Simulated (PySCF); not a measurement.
**Multinuclear NMR of PhOCF3**

Atom-mapped SMILES (the numbers label the heavy atoms): `[F:1][C:2]([F:3])([F:4])[O:5][c:6]1[cH:7][cH:8][cH:9][cH:10][cH:11]1` (H(Xn): hydrogen on atom n).

One computed conformer, equivalent nuclei averaged, non-relativistic, gas phase. Geometry: GFN2-xTB; NMR shieldings at PBE0/pcSseg-1/GIAO; PySCF 2.14.

Problem. Where does ¹⁹F resonate?

Solution. 
| atoms | environment | σ (ppm) | δ (ppm) |
| --- | --- | --- | --- |
| F1/F3/F4 | fluorine of an OCF3 group | 241.9 | -57.6 |

Shieldings were converted by a linear fit to measured shifts: ¹⁹F (scatter 6.0 ppm rms, 7.0 ppm with the 5 outliers that the fit left out vs CFCl3, solution or neat liquid, with a term for F on sp3 carbon). A few per cent of atoms miss by over 2 rms, more outside the fitted compound classes.

On a 300 MHz spectrometer ¹⁹F resonates near 282.3 MHz, so 1 ppm is 282.3 Hz.

Problem. Where does ¹⁷O resonate?

Solution. 
| atoms | environment | σ (ppm) | δ (ppm) |
| --- | --- | --- | --- |
| O5 | ether oxygen | 167.4 | 114.2 |

Shieldings were converted by a linear fit to measured shifts: ¹⁷O: δ = 266.70 − 0.911σ (rms 10.7 ppm, 155 shifts, 12.2 ppm with the 3 outliers that the fit left out vs liquid water, solution or neat liquid). A few per cent of atoms miss by over 2 rms, more outside the fitted compound classes.

On a 300 MHz spectrometer ¹⁷O resonates near 40.7 MHz, so 1 ppm is 40.7 Hz.
